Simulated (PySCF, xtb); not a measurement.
BeHF, SMILES [BeH][F].

GFN2-xTB (xtb) at its own geometry gives an orbital gap of 7.12 eV and a dipole moment of 0.45 D.

The structure is a stationary point at PBE0-D3(BJ)/def2-TZVPD.

### Question
What does PBE0/def2-TZVPD (PySCF) give? (The exact figures need the calculation; the answer reports its results.)

### Answer
gap 9.51 eV (levels -9.69 and -0.19 eV), dipole 0.73 D.
